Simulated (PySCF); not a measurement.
C3H5F3Si, singlet, at a GFN2-xTB geometry; CAMB3LYP/6-31G, polarisability run with PySCF.

Here is a job for PySCF.
```python
from pyscf import gto, scf, dft
from pyscf.prop import polarizability

mol = gto.Mole()
mol.atom = '''
    C     2.84649063   -0.82232924   -0.64620868
    C     2.01711136   -0.39227195    0.28475137
    C     1.06893364    0.75791433    0.10289704
    Si   -0.72515711    0.19672888    0.06300029
    F    -1.77215019    1.38798786   -0.02711462
    F    -1.09029800   -0.74691877   -1.15846641
    F    -1.17660924   -0.62745858    1.34193694
    H     2.89842020   -0.35972007   -1.61817609
    H     3.50952697   -1.65248011   -0.47668950
    H     1.97752699   -0.87500628    1.25147955
    H     1.31514060    1.28656629   -0.82025629
    H     1.20788766    1.46406256    0.92579670
'''
mol.basis = '6-31g'
mol.verbose = 4
mol.build()

mf = dft.RKS(mol)
mf.xc = 'camb3lyp'
mf.kernel()
alpha = mf.Polarizability().polarizability()[2, 2]
print('alpha_zz =', alpha)
```

It wrote (shortened):

```
site-packages/pyscf/prop/efg/rhf.py:45: UserWarning: Module EFG is under testing
  warnings.warn('Module EFG is under testing')
site-packages/pyscf/prop/efg/dhf.py:30: UserWarning: Module EFG is under testing
  warnings.warn('Module EFG is under testing')
site-packages/pyscf/prop/zfs/uhf.py:40: UserWarning: Module ZFS is under testing
  warnings.warn('Module ZFS is under testing')
site-packages/pyscf/prop/gtensor/uhf.py:43: UserWarning: Module g-tensor is under testing
  warnings.warn('Module g-tensor is under testing')
site-packages/pyscf/prop/gtensor/uks.py:41: UserWarning: Module g-tensor is under testing
  warnings.warn('Module g-tensor is under testing')
site-packages/pyscf/prop/hfc/uks.py:35: UserWarning: Module HFC is under testing
  warnings.warn('Module HFC is under testing')
site-packages/pyscf/prop/magnetizability/rhf.py:39: UserWarning: Module magnetizability is under testing
  warnings.warn('Module magnetizability is under testing')
site-packages/pyscf/prop/magnetizability/uhf.py:37: UserWarning: Module magnetizability is under testing
  warnings.warn('Module magnetizability is under testing')
site-packages/pyscf/prop/magnetizability/rks.py:37: UserWarning: Module magnetizability is under testing
  warnings.warn('Module magnetizability is under testing')
site-packages/pyscf/prop/magnetizability/uks.py:39: UserWarning: Module magnetizability is under testing
  warnings.warn('Module magnetizability is under testing')
site-packages/pyscf/prop/polarizability/uhf.py:34: UserWarning: Module polarizability is under testing
  warnings.warn('Module polarizability is under testing')
site-packages/pyscf/prop/polarizability/rks.py:29: UserWarning: Module polarizability is under testing
  warnings.warn('Module polarizability is under testing')
site-packages/pyscf/prop/polarizability/uks.py:29: UserWarning: Module polarizability is under testing
  warnings.warn('Module polarizability is under testing')
PySCF version 2.14.0

[INPUT] verbose = 4
[INPUT] num. atoms = 12
[INPUT] num. electrons = 64
[INPUT] charge = 0
[INPUT] spin (= nelec alpha-beta = 2S) = 0
[INPUT] symmetry False subgroup None
[INPUT] Mole.unit = angstrom
[INPUT] Symbol           X                Y                Z      unit          X                Y                Z       unit  Magmom
[INPUT]  1 C      2.846490630000  -0.822329240000  -0.646208680000 AA    5.379087706841  -1.553977047822  -1.221157424517 Bohr   0.0
[INPUT]  2 C      2.017111360000  -0.392271950000   0.284751370000 AA    3.811788033149  -0.741286551849   0.538102102895 Bohr   0.0
[INPUT]  3 C      1.068933640000   0.757914330000   0.102897040000 AA    2.019991824934   1.432250509583   0.194447224628 Bohr   0.0
[INPUT]  4 Si    -0.725157110000   0.196728880000   0.063000290000 AA   -1.370348335181   0.371763703992   0.119053293868 Bohr   0.0
[INPUT]  5 F     -1.772150190000   1.387987860000  -0.027114620000 AA   -3.348878510696   2.622916919621  -0.051239205772 Bohr   0.0
[INPUT]  6 F     -1.090298000000  -0.746918770000  -1.158466410000 AA   -2.060364614161  -1.411471912597  -2.189184239408 Bohr   0.0
[INPUT]  7 F     -1.176609240000  -0.627458580000   1.341936940000 AA   -2.223469219233  -1.185724870708   2.535893293037 Bohr   0.0
[INPUT]  8 H      2.898420200000  -0.359720070000  -1.618176090000 AA    5.477220371907  -0.679772413809  -3.057909631420 Bohr   0.0
[INPUT]  9 H      3.509526970000  -1.652480110000  -0.476689500000 AA    6.632044800075  -3.122734834191  -0.900812601456 Bohr   0.0
[INPUT] 10 H      1.977526990000  -0.875006280000   1.251479550000 AA    3.736984415036  -1.653522226474   2.364953599994 Bohr   0.0
[INPUT] 11 H      1.315140600000   1.286566290000  -0.820256290000 AA    2.485255549296   2.431257929198  -1.550059740052 Bohr   0.0
[INPUT] 12 H      1.207887660000   1.464062560000   0.925796700000 AA    2.282576866642   2.766677267630   1.749502210026 Bohr   0.0

nuclear repulsion = 395.051289594722
number of shells = 47
number of NR pGTOs = 198
number of NR cGTOs = 77
basis = 6-31g
ecp = {}

******** <class 'pyscf.dft.rks.RKS'> ********
method = RKS
initial guess = minao
damping factor = 0
level_shift factor = 0
DIIS = <class 'pyscf.scf.diis.CDIIS'>
diis_start_cycle = 1
diis_space = 8
diis_damp = 0
SCF conv_tol = 1e-09
SCF conv_tol_grad = None
SCF max_cycles = 50
direct_scf = True
direct_scf_tol = 1e-13
XC library pyscf.dft.libxc version 7.1.2
    S. Lehtola, C. Steigemann, M. J. T. Oliveira, and M. A. L. Marques,  SoftwareX 7, 1–5 (2018)
XC functionals = camb3lyp
    T. Yanai, D. P. Tew, and N. C. Handy,  Chem. Phys. Lett. 393, 51 (2004)
radial grids:
    Treutler-Ahlrichs [JCP 102, 346 (1995); DOI:10.1063/1.469408] (M4) radial grids

becke partition: Becke, JCP 88, 2547 (1988); DOI:10.1063/1.454033
pruning grids: <function nwchem_prune>
grids dens level: 3
symmetrized grids: False
atomic radii adjust function: <function treutler_atomic_radii_adjust>
small_rho_cutoff = 0
Set gradient conv threshold to 3.16228e-05
Initial guess from minao.
tot grids = 153360
init E= -707.061125533469
  HOMO = -0.295477778079606  LUMO = -0.0338916613531852  gap/eV = 7.11812
cycle= 1 E= -706.033107492127  delta_E= 1.03  |g|= 0.919  |ddm|= 3.12
  HOMO = -0.316369421395814  LUMO = 0.0572443068043547  gap/eV = 10.16655
cycle= 2 E= -706.002169019066  delta_E= 0.0309  |g|= 1.12  |ddm|= 1.72
  HOMO = -0.334025165338145  LUMO = 0.0452275134154561  gap/eV = 10.31999
cycle= 3 E= -706.197751163354  delta_E= -0.196  |g|= 0.0516  |ddm|= 0.792
  HOMO = -0.345165604685087  LUMO = 0.0389516638507139  gap/eV = 10.45236
cycle= 4 E= -706.198376744023  delta_E= -0.000626  |g|= 0.0268  |ddm|= 0.0835
  HOMO = -0.341246117060626  LUMO = 0.0427284207516339  gap/eV = 10.44848
cycle= 5 E= -706.198557883282  delta_E= -0.000181  |g|= 0.00597  |ddm|= 0.0292
  HOMO = -0.340758880265402  LUMO = 0.043087776320561  gap/eV = 10.44500
cycle= 6 E= -706.198567034615  delta_E= -9.15e-06  |g|= 0.0024  |ddm|= 0.00763
  HOMO = -0.340986189227029  LUMO = 0.0429002383113781  gap/eV = 10.44608
cycle= 7 E= -706.198568473857  delta_E= -1.44e-06  |g|= 0.000288  |ddm|= 0.00237
  HOMO = -0.341017249653042  LUMO = 0.0428776074855848  gap/eV = 10.44631
cycle= 8 E= -706.19856850428  delta_E= -3.04e-08  |g|= 0.000153  |ddm|= 0.000614
  HOMO = -0.340999340203588  LUMO = 0.0428943796771346  gap/eV = 10.44628
cycle= 9 E= -706.198568510421  delta_E= -6.14e-09  |g|= 3.26e-05  |ddm|= 0.000178
  HOMO = -0.341002453388577  LUMO = 0.0428929029140135  gap/eV = 10.44632
cycle= 10 E= -706.198568510703  delta_E= -2.82e-10  |g|= 1.79e-05  |ddm|= 6.73e-05
  HOMO = -0.341003359204523  LUMO = 0.0428921036466394  gap/eV = 10.44633
Extra cycle  E= -706.198568510679  delta_E= 2.34e-11  |g|= 2.27e-05  |ddm|= 2.68e-05
converged SCF energy = -706.198568510679
Isotropic polarizability 44.7574393969
Polarizability anisotropy 10.1876304728
alpha_zz = 43.6592247384211
```
